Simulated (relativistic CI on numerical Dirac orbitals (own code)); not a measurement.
## What each ingredient does to the levels of Ir+

Base calculation: Dirac-Coulomb-Breit CI, orbitals from a KLI potential per configuration, QED by a radiative potential, valence Slater integrals scaled by 0.85, P86 correlation energy added to each configuration.

Configuration list (outside the closed core [Xe] 4f14): 5d7.6s, 5d8, 5d6.6s2, 5d7.6p, 5d7.6d, 5d6.6s.6p, 5d5.6s2.6p, 5d7.7s, 5d7.7p, 5d7.8s, 5d7.5f, 5d7.7d, 5d7.8p, 5d6.6s.7p, 5d6.6s.7s, 5d7.9s, 5d7.6f, 5d7.5g, 5d7.8d, 5d7.9p, 5d6.6s.8s, 5d7.9d, 5d6.6s.5f, 5d6.6s.6d, 5d6.6s.7d, 5d6.6s.8p, 5d6.6s.9s, 5d6.6s.6f, 5d6.6s.8d, 5d6.6s.9p, 5d6.6p2, 5d5.6p3, 5d5.6s2.6d, 5d4.6s2.6p.6d. Double excitations out of closed p, d and f shells are left out; levels of such configurations are missing from the list, as are those of other unlisted configurations, and high levels can miss mixing partners.

The lowest level and the first level of each name with at least 55 % of one term (blank where a level has no safe partner in the second run):

| Level | Base (cm⁻¹) | Shift (cm⁻¹) |
| --- | --- | --- |
| 5d7.6s 5F_5 | 0.0 | 0.0 |
| 5d8 3F_4 | 815.4 | +165.9 |
| 5d7.6s 5F_4 | 4494.5 | +34.0 |
| 5d8 3F_3 | 7110.5 | -55.0 |
| 5d7.6s 5F_3 | 8005.0 | +0.1 |
| 5d7.6s 5F_2 | 10183.3 | +11.7 |
| 5d8 3P_0 | 10337.5 | +260.2 |
| 5d7.6s 5F_1 | 11084.2 | +66.6 |
| 5d7.6s 5P_3 | 13502.6 | +27.5 |
| 5d7.6s 3G_5 | 17312.8 | +138.9 |
| 5d7.6s 3F_3 | 17616.5 | +393.2 |
| 5d7.6s 5P_1 | 18908.2 | +24.1 |
| 5d7.6s 3G_4 | 19943.6 | +202.0 |
| 5d6.6s2 5D_4 | 21528.2 | +4205.0 |

For a near-neutral ion this model can misplace configurations by up to about 10,000 cm⁻¹ (more where the count of f electrons changes) and terms by 10 to 25 % of their spread. Rates follow the energies as ν³ (E1, M1) or ν⁵ (E2), so they and the lifetimes can be off by large factors. The fine structure of a lone outer electron comes out too small, for d and f at times inverted, and misplaced configurations move strength between like terms. 11 of the 17 excited levels that our extract of the measured tables holds in this range could be paired (the sources list more); they are missed by 1123 cm⁻¹ on average and 4318 at most, and levels without a partner can miss by more. Some levels of the ground configuration have no partner and can miss by 10 % or more.

Problem. One thing was changed in a second run, which moved the levels as shown. Which?
A. configuration mixing switched off
B. Breit term removed
C. one mean potential for all configurations
D. QED terms removed
E. Slater integrals left unscaled
F. valence Slater integrals scaled by 0.75

Solution. C. One mean potential for all configurations. One potential for all configurations removes the relaxation of the orbitals, which moves whole configurations and changes the integrals a little.

LS names give the leading component of a level, which can be under half, so a name can repeat, a term be missing and a line seem to break the LS rules.
